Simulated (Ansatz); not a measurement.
SiSn₈H₁₆⁻, an alloyed cluster cut from the lattice of tin (1 Si, core): single points at one geometry.

```yaml
crystal:
  periodic: [false, false, false]
  atoms:
    - {symbol: Si, position_ang: [-1.543608, -1.546168, 1.249327]}
    - {symbol: Sn, position_ang: [1.739131, -1.742505, -1.827381]}
    - {symbol: Sn, position_ang: [-1.745659, 1.733210, -1.829335]}
    - {symbol: Sn, position_ang: [1.598569, 1.606128, 1.313443]}
    - {symbol: Sn, position_ang: [-3.128861, -0.083637, -0.193180]}
    - {symbol: Sn, position_ang: [-0.077542, -3.128212, -0.193135]}
    - {symbol: Sn, position_ang: [-0.083023, -0.079361, 2.815289]}
    - {symbol: Sn, position_ang: [3.289393, 0.015895, -0.278346]}
    - {symbol: Sn, position_ang: [0.004089, 3.292037, -0.279340]}
    - {symbol: H, position_ang: [-2.419784, -2.423549, 2.118910]}
    - {symbol: H, position_ang: [0.867955, -0.835992, -3.020059]}
    - {symbol: H, position_ang: [2.746647, -2.875317, -2.673566]}
    - {symbol: H, position_ang: [-2.878168, 2.736137, -2.681176]}
    - {symbol: H, position_ang: [-0.831161, 0.863186, -3.016781]}
    - {symbol: H, position_ang: [2.560864, 2.568695, 2.400476]}
    - {symbol: H, position_ang: [-4.146947, -1.110648, -1.153188]}
    - {symbol: H, position_ang: [-4.159540, 0.819576, 0.872075]}
    - {symbol: H, position_ang: [-1.103514, -4.144909, -1.155833]}
    - {symbol: H, position_ang: [0.823859, -4.160469, 0.872050]}
    - {symbol: H, position_ang: [0.867587, -1.107341, 3.841838]}
    - {symbol: H, position_ang: [-1.115387, 0.870123, 3.838591]}
    - {symbol: H, position_ang: [4.327147, -0.916244, 0.755631]}
    - {symbol: H, position_ang: [4.309898, 1.004731, -1.276410]}
    - {symbol: H, position_ang: [-0.930964, 4.327960, 0.753623]}
    - {symbol: H, position_ang: [0.991220, 4.314174, -1.277425]}
basis:
  gaussian: {orbitals: def2-SVP}
total_charge: -1
magnetization: {spin_polarized: true, initial_magnetization: 1}
hamiltonian: {xc: pbe, dispersion: d4}
scf: {omitted_lower_state_checks: [starts]}
output: {orbitals: {seedname: orbitals}}
```

```sh
$ ansatz run in.yaml --threads 4 --pin off --events-out ev --progress --plain --max-ram 6963MiB
```

Shortened log:

```
Functional definition: PBE
3452 factors; their error is unknown
mean field evaluation 1: about -54778.9750 eV, gradient 2.6e1 eV
mean field evaluation 2: about -54769.4111 eV, gradient 4.3e1 eV
mean field evaluation 4: about -54782.1256 eV, gradient 1.1e1 eV
mean field evaluation 8: about -54783.6063 eV, gradient 2.1e0 eV
mean field evaluation 16: about -54783.6112 eV, gradient 7.7e-3 eV
mean field evaluation 32: about -54783.6112 eV, gradient 4.0e-6 eV
mean field -54783.61119058 eV, -2013.2605775885 hartree, gradient 4.0e-6 eV, S^2 0.750887; 0 other end points of the search recorded, 0 dependent functions left out
reference -54783.61127669 eV, -2013.2605807531 hartree; 104, 103 occupied and 202, 203 virtual orbitals, 3452 factors
Total energy: -54784.92507579 eV, -2013.3088619792 hartree
Checks for a lower state left out: starts
```

It took 24 s on 4 threads of Arm Neoverse V2 on a shared host, peak host memory 1 GiB.

Geometry: PBE-D4/def2-SVP, that of the neutral singlet.

In the def2 sets Sn takes a core potential; there is no spin–orbit coupling. The highest occupied level of the charge -1 doublet lies above zero (up to 1.00 eV). By energy differences its removal costs 0.66 eV (vertical, to the charge 0 singlet, at PBE-D4/def2-SVP); self-interaction error and the lack of diffuse functions both raise the level. The gap within one spin of the charge -1 doublet nearly closes, so an electron or hole may be smeared out by delocalisation error.
